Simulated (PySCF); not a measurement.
Species: C₇H₁₁N₃.
Atom-mapped SMILES: `[CH3:1][C:2]([CH3:3])([CH3:4])[c:5]1[cH:6][n:7][n:8][cH:9][n:10]1`

NICS is the negative of the GIAO shielding at a point without a nucleus: at the ring centre (0) and 1 Å above and below it (1); zz is the component along the ring normal. Level: GIAO PBE0/pcSseg-1 (PySCF, non-relativistic, gas phase) on the GFN2-xTB geometry, one conformer.

Ring bond lengths (Å), with Mayer bond orders in brackets: C5–C6 1.406 (1.25), C6–N7 1.315 (1.52), N7–N8 1.306 (1.30), N8–C9 1.315 (1.50), C9–N10 1.328 (1.42), N10–C5 1.324 (1.53).

**Question.** What do the NICS probes read (ppm)?

**Answer.** 
```tsv
ring	type	NICS(0)	NICS(1), two faces	NICS(1)zz, two faces	rms pucker (Å)	centre to ring atoms, mean (Å)
C5–C6–N7–N8–C9–N10	6-membered ring with 3 N; formal bonds all aromatic	-3.9	-11.0 / -11.0	-26.5 / -26.5	0.00	1.33
```

**Question.** What do they say, and how far can they be read as aromaticity?

**Answer.** 
- C5–C6–N7–N8–C9–N10: mean NICS(1)zz -26.5 ppm, shielded, aromatic by this magnetic criterion (flat ring, no four-coordinate atom). NICS(0) lies 7 ppm above the mean NICS(1).

**Question.** What does the geometric index give? HOMA takes Krygowski's 1993 parameters.

**Answer.** 
- C5–C6–N7–N8–C9–N10: HOMA 0.97; the largest term is that of C5–C6, α(R − Ropt)² = 0.09. The geometric and the magnetic index point the same way.

**Question.** What are the shieldings of the ring atoms and their hydrogens in the same run (means over atoms taken as equivalent)?

**Answer.** 
| atoms | environment | σ isotropic (ppm) |
| --- | --- | --- |
| C5 | substituted aromatic carbon | 13.1 |
| C6 | aromatic CH next to a ring nitrogen | 30.3 |
| N7 | pyridine-type nitrogen | -220.1 |
| N8 | pyridine-type nitrogen | -157.7 |
| C9 | aromatic CH next to a ring nitrogen | 24.8 |
| N10 | pyridine-type nitrogen | -54.5 |
| H on C6 | aromatic hydrogen | 21.77 |
| H on C9 | aromatic hydrogen | 21.84 |

The values belong to the conformer `[CH3:1][C:2]([CH3:3])([CH3:4])[c:5]1[cH:6][n:7][n:8][cH:9][n:10]1`: C1–C2–C5–C6 60°.
